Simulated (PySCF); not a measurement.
Species: CH₁₀N₂OSi₃.
Atom-mapped SMILES: `[NH2:1][Si@@H:2]([CH:3]=[O:4])[N:5]([SiH3:6])[SiH3:7]` (hydrogens: H8, H9 on N1; H10 on Si2; H11 on C3; H12, H13, H14 on Si6; H15, H16, H17 on Si7)

Cartesian coordinates in Å at the GFN2-xTB level; atoms count from 1:
```xyz
17
CH10N2OSi3 angstrom
N      1.3816   -1.9107    0.6694
Si     1.0572   -0.2282    0.4853
C      2.0686    0.2825   -1.0437
O      1.6216    0.9956   -1.9073
N     -0.5495    0.2934    0.1279
Si    -1.8729   -0.2676    1.1120
Si    -0.8833    1.4535   -1.1695
H      1.0108   -2.3699    1.4852
H      1.2876   -2.5226   -0.1267
H      1.6164    0.4106    1.6799
H      3.1127   -0.0756   -1.1367
H     -2.4916    0.8585    1.8106
H     -1.3077   -1.2019    2.0913
H     -2.8428   -0.9654    0.2661
H     -0.8517    0.7792   -2.4630
H     -2.2867    1.8293   -0.9209
H     -0.0773    2.6514   -0.9700
```

Computed, not measured: TDDFT CAM-B3LYP/def2-SVPD, vertical, gas phase, core orbitals frozen in the response (PySCF).

Kohn–Sham orbitals with the atoms that hold most of them (Löwdin shares over 4%, at most four atoms; ? is withheld):

```tsv
orbital	ε (eV)	atoms
LUMO+2	1.17	Si6 32%, H13 11%, Si7 9%, H14 8%
LUMO+1	0.92	Si6 20%, Si7 14%, Si2 13%, H13 6%
LUMO	?	?
HOMO	-8.53	?
HOMO-1	-8.96	N5 36%, O4 14%, N1 7%, Si6 7%
HOMO-2	-9.63	N1 57%, Si2 10%, N5 8%, H9 6%
HOMO-3	-10.55	Si7 29%, H16 22%, H15 8%, Si6 7%
```

Question: Give the leading atoms of the HOMO.

Answer: O4 (bonded to C) 32%; N5 (bonded to 3 Si) 15%; C3 (bonded to O, Si and H) 15%; Si2 (bonded to C, 2 N and H) 9%.

Question: Give the leading atoms of the LUMO.

Answer: C3 (bonded to O, Si and H) 37%; O4 (bonded to C) 32%; Si2 (bonded to C, 2 N and H) 13%; H11 (bonded to C) 6%.

Question: What is the LUMO energy, and the HOMO–LUMO gap?

Answer: ε(LUMO) = -0.69 eV; the gap is 7.84 eV (0.2881 hartree).

Question: The HOMO–LUMO gap is 7.84 eV. Where does the response calculation put the lowest singlet, and from which orbitals?

Answer: S1 is at 3.23 eV (f = 0.0005), 4.60 eV below the gap, made of HOMO→LUMO (75%), HOMO-1→LUMO (18%). 

Question: Give energy, strength and leading configuration of S1, S2 and S3, and follow the Löwdin shares of the leading atoms from the occupied to the empty orbital.

Answer: 
- S1 (3.23 eV, f 0.0005), HOMO→LUMO (75%): O4 32% → 32%, N5 15% → at most 7%, C3 15% → 37%
- S2 (5.22 eV, f 0.015), HOMO-1→LUMO (77%): N5 36% → at most 7%, O4 14% → 32%, C3 at most 7% → 37%
- S3 (5.83 eV, f 0.0035), HOMO-2→LUMO (96%): N1 57% → at most 7%, Si2 10% → 13%, C3 at most 6% → 37%, O4 at most 6% → 32%

One conformer stands for the species.
